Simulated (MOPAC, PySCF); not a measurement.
H6N2O2Si, SMILES `N[Si](O)(N)O`, neutral singlet in the gas phase. 

Cartesian coordinates (Å):
SMILES: N[Si](N)(O)O
```xyz
11

N      1.0569     0.9779    -0.5564
Si    -0.2261    -0.0054     0.0037
N      0.5184    -1.3354     0.7540
O     -1.2116     0.9888     0.8881
O     -1.2645    -0.6748    -1.0831
H      0.8792     1.9212    -0.8625
H      1.8168     0.5636    -1.0729
H      0.0305    -2.2036     0.8948
H      1.3358    -1.2451     1.3319
H     -0.7948     1.5173     1.5725
H     -2.0992    -0.2144    -1.1991
```
Charge 0, multiplicity 1.

All levels are single points at this geometry (B3LYP-D3(BJ)/def2-TZVP); Pople sets use spherical d functions. Orbital energies aren't observables, and empty levels follow the basis.

M06-2X/6-31G* in PySCF gives dipole (D) = 1.87.

Problem. Estimate the dipole (D) from each of these levels: B3LYP-D3(BJ)/def2-TZVP in PySCF; PBE-D3(BJ)/def2-TZVP in PySCF; B3LYP/3-21G in PySCF; B3LYP/6-311+G** in PySCF; B3LYP/6-31G* in PySCF; B3LYP/LANL2DZ in PySCF; BP86/6-31G* in PySCF; HF/3-21G in PySCF; HF/6-31G* in PySCF; AM1 in MOPAC; PM3 in MOPAC; PM6 in MOPAC.

Solution. 
| level | dipole (D) |
|---|---|
| B3LYP-D3(BJ)/def2-TZVP in PySCF | 1.71 |
| PBE-D3(BJ)/def2-TZVP in PySCF | 1.65 |
| B3LYP/3-21G in PySCF | 2.08 |
| B3LYP/6-311+G** in PySCF | 1.82 |
| B3LYP/6-31G* in PySCF | 1.81 |
| B3LYP/LANL2DZ in PySCF | 2.31 |
| BP86/6-31G* in PySCF | 1.77 |
| HF/3-21G in PySCF | 2.28 |
| HF/6-31G* in PySCF | 1.96 |
| AM1 in MOPAC | 1.60 |
| PM3 in MOPAC | 1.46 |
| PM6 in MOPAC | 1.99 |
